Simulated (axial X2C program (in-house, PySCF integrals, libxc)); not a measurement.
**Low determinants of BiN at the PBE0 level, spin-free**

All values were computed with an in-house all-electron X2C program for linear molecules (integrals from PySCF). Spin-free means the one-electron spin-free X2C Hamiltonian. Basis: Bi dyall-cv3z [12s14p10d6f1g], N dyall-av3z [7s7p3d2f] (cores contracted in-house); Gaussian nuclei, density fitting, unrestricted open shells. Masses: Bi 208.980 u, N 14.003 u.

Search at 1.904 Å (vertical energies from the lowest determinant):

```csv
ΔE (eV),state,electrons beyond evenly filled partner blocks,"electrons in σ, π, δ, φ"
0.00,"M_S = 0, Λ = 0",closed shell,34 36 16 4
1.99,"M_S = 1, Λ = 2","2 × π+α, π+β, π-α",34 36 16 4
1.99,"M_S = 1, Λ = 0","π+α, π+β, 2 × π-α",34 36 16 4
2.22,"M_S = 1, Λ = 1","σα, π+α",33 37 16 4
2.48,"M_S = 0, Λ = 1","σα, π+β",33 37 16 4
2.55,"M_S = 0, Λ = 2","π+α, 2 × π+β, π-α",34 36 16 4
```

Lowest determinant, M_S = 0, Λ = 0 (closed shell): Re = 1.883 Å, ωe = 887.7 cm⁻¹.

The determinant in row 2 of the search, M_S = 1, Λ = 2 (beyond evenly filled blocks: 2 × π+α, π+β, π-α), was followed along the bond at PBE0; measured from the minimum of the lowest determinant it gives:

Te = 1.683 eV (13573 cm⁻¹), Re = 2.078 Å, ωe = 554.9 cm⁻¹.

(1) Compare the bond of the determinant in row 2 with that of the lowest one.

The search compares states at one distance, so a state with another bond length can lie lower; it is not exhaustive and yields mostly the lowest determinant of each block pattern, so other components and higher states of one pattern are missing. These are energies of single determinants, not of spin-adapted states; PBE0 term energies can be off by some tenths of an eV, and the functional has no current term. Spin–orbit coupling is large for these atoms, so the spin-free order is a model.

Answers

(1) At PBE0 its Re is 0.195 Å longer and its force constant, which goes as ωe², is 0.39 times that of the lowest determinant. T0 ≈ Te + Δωe/2 = 13573 + (-166) = 13407 cm⁻¹.
